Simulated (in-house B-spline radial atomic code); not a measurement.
Ga⁺. Computed with a B-spline radial atomic code. Model: non-relativistic spherical atom: semilocal Troullier-Martins pseudo-atom, one channel per l, against all electrons, high spin, G0W0 and RPA with empty states to l = 8, local potential for every l without a channel, a model core (radius 0 = none) keeps its share of the functional.

The core holds an angular momentum without a channel of its own, so the local potential lets valence electrons into it.

What the tables leave out is listed at the end.

The pseudopotential gives back the lowest level of each angular momentum of its own functional in the configuration it was made in; a second state of the same l is only approximately right. Exact exchange, RPA and GW see the smooth pseudo-orbitals and miss the exchange with the core, for which the functional's share stands in. The column with an uncorrelated core keeps all orbitals and exact exchange, and so separates missing core correlation from pseudisation. Only the three outermost levels and the lowest empty one were computed. RPA here is direct RPA, with no exchange kernel, and its energies carry an (l + 1/2)⁻⁴ tail. A hybrid on a potential with a model core restores only its own semilocal share of the core's exchange.

Command:
```bash
python run_psgw.py task.json out
```
Settings (lengths in bohr, energies in hartree):
```
Z                      31
electrons              30
configuration          [Ar] 3d10 4s2
generated_in           [Ar] 3d10 4s2 4p1
functional             lda,vwn
core_shells            6
radius_factor          1
core_correction        True
ion_configuration      [Ar] 3d10 4s1
```

Time taken, with all properties: 21 s on 1 thread of Intel(R) Xeon(R) 6975P-C (Granite Rapids), with other jobs on the host.

Given: made with LDA VWN5; model core radius 1.613 bohr; local radius 2.01 bohr; mean-field start LDA VWN5.

Valence shells of the generating configuration: 4s, 4p.

Channel: s 1.917, p 2.537 (radii in bohr).

Computed: largest level miss in the spin-unpolarised generating configuration 0 eV; valence RPA correlation energy all-electron orbitals -0.07557 hartree; valence RPA correlation energy pseudo -0.083597 hartree; pseudo-atom RPA polarisability 14.137 bohr³; ionisation by mean-field all-electron 20.794 eV; ionisation by mean-field pseudo minus all 0.166 eV; ionisation by RPA pseudo minus all 1.02 eV.

| level | occupied | mean-field all-electron (eV) | mean-field pseudo minus all (eV) | G0W0 all-electron (eV) | G0W0 uncorrelated core minus all (eV) | G0W0 pseudo minus all (eV) | exchange self-energy all-electron (eV) | exchange self-energy pseudo (eV) |
| --- | --- | --- | --- | --- | --- | --- | --- | --- |
| 4s | 1 | -16.356 | -0.048 | -20.524 | 0.596 | -0.384 | -14.461 | -10.968 |
| 4p (empty) | 0 | -9.3227 | -0.031 | -6.0903 | 0.235 | -0.493 | -4.0558 | -2.1267 |

**Question.** What is the ionisation by RPA all-electron?

**Answer.** 20.59 eV.

**Question.** What is the all-electron RPA polarisability, core included?

**Answer.** 14.387 bohr³.

Given: mean-field start PBE0.

Computed: valence RPA correlation energy all-electron orbitals -0.065776 hartree; valence RPA correlation energy pseudo -0.072412 hartree; all-electron RPA polarisability, core included 13.449 bohr³; pseudo-atom RPA polarisability 13.621 bohr³; ionisation by mean-field pseudo minus all -0.074 eV; ionisation by RPA all-electron 20.417 eV.

```tsv
level	occupied	mean-field all-electron (eV)	mean-field pseudo minus all (eV)	G0W0 all-electron (eV)	G0W0 uncorrelated core minus all (eV)	G0W0 pseudo minus all (eV)	exchange self-energy all-electron (eV)	exchange self-energy pseudo (eV)
4s	1	-16.922	0.142	-20.399	0.58	0.359	-14.087	-10.729
4p (empty)	0	-8.2048	0.006	-6.1214	0.206	-0.065	-3.6334	-1.9972
```

**Question.** What is the ionisation by mean-field all-electron?

**Answer.** 20.095 eV.

**Question.** What is the ionisation by RPA pseudo minus all?

**Answer.** 0.059 eV.

Among the listed levels the largest G0W0 shift of the pseudo-atom is -0.49 eV, for 4p (empty) on the LDA VWN5 start, while leaving the core uncorrelated moves that level by +0.23 eV. So pseudisation and the lost core exchange, not the missing core correlation, make the error. Not in the tables (levels of low weight, unsolved or above zero; the highest and the empty levels are kept at any weight): no Hartree-Fock pseudo-atom is run with a model core.
